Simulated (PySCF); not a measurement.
Input of a run (PBE0-D3(BJ)/def2-SVP geometry optimisation, gas phase (PySCF 2.14.0)), started from a GFN2-xTB structure with every atom displaced at random (by about 0.01 Å):
```
{"job": {"xc": "PBE0", "basis": "def2-SVP", "d3": "d3bj", "grid": 1, "shake": 0.01, "kind": "geom"}, "charge": 0, "multiplicity": 1}
C      1.959350     0.099110     0.301550
B      0.390230     0.302740     0.028890
F     -0.060700     1.286350    -0.777850
O     -0.475080    -0.534350     0.551610
C     -1.880100    -0.417520     0.407980
F     -2.399530     0.100850     1.572560
H      2.461120    -0.174980    -0.614490
H      2.149500    -0.621770     1.048500
H      2.388490     1.066770     0.634140
H     -2.321310    -1.409240     0.289400
H     -2.173860     0.276230    -0.378120
```

Output (energies in Eh, forces in Eh/bohr):
```
step   0  E = -378.41142980  max force = 0.051930
step   1  E = -378.41687352  max force = 0.010137
step   2  E = -378.41782518  max force = 0.005202
step   3  E = -378.41813561  max force = 0.002084
step   4  E = -378.41816529  max force = 0.001067
step   5  E = -378.41818361  max force = 0.001409
step   6  E = -378.41819979  max force = 0.001216
step   7  E = -378.41821912  max force = 0.001058
step   8  E = -378.41822726  max force = 0.000788
step   9  E = -378.41823561  max force = 0.000586
step  10  E = -378.41824538  max force = 0.000615
step  11  E = -378.41826886  max force = 0.001212
step  12  E = -378.41829995  max force = 0.001266
step  13  E = -378.41831937  max force = 0.000604
step  14  E = -378.41832326  max force = 0.000147
optimisation converged
```

Q: Summarise the run.

A: The energy falls by 4.3 kcal/mol over 15 energy and gradient evaluations, the largest force component goes from 0.0519 to 1.5e-04 Eh/bohr, and the atoms move by 0.206 Å rms after alignment. The bond that changes most is B2–O4 (three-coordinate boron to boron-bound oxygen), which lengthens by 0.049 Å. Bonds longer at the end by more than 0.005 Å: 5 of 10; shorter: 5. Among the angles that change most is F6–C5–H11, from 105.6° to 108.2°. Among the dihedrals that turn most is B2–O4–C5–H11, from 15° to 37°. The energy never rose by more than 1e-6 Eh on the way. The first step brought 79 % of the lowering.

Q: What are the final bond lengths?

A: C1–B2 1.558 Å, B2–F3 1.335 Å, B2–O4 1.361 Å, O4–C5 1.384 Å, C5–F6 1.358 Å, C1–H7 1.102 Å, C1–H8 1.097 Å, C1–H9 1.102 Å, C5–H10 1.101 Å, C5–H11 1.103 Å. Numbering counts from 1 in the input's order; the species is `CB(OCF)F`.

The run used 109 basis functions and 93 SCF cycles in all. On Arm Neoverse V1, one thread, no GPU, shared host, this took 57 s wall and 0.43 GiB of memory at its peak.

Whether it is a minimum is left open (no frequencies). One conformer, not necessarily the lowest.
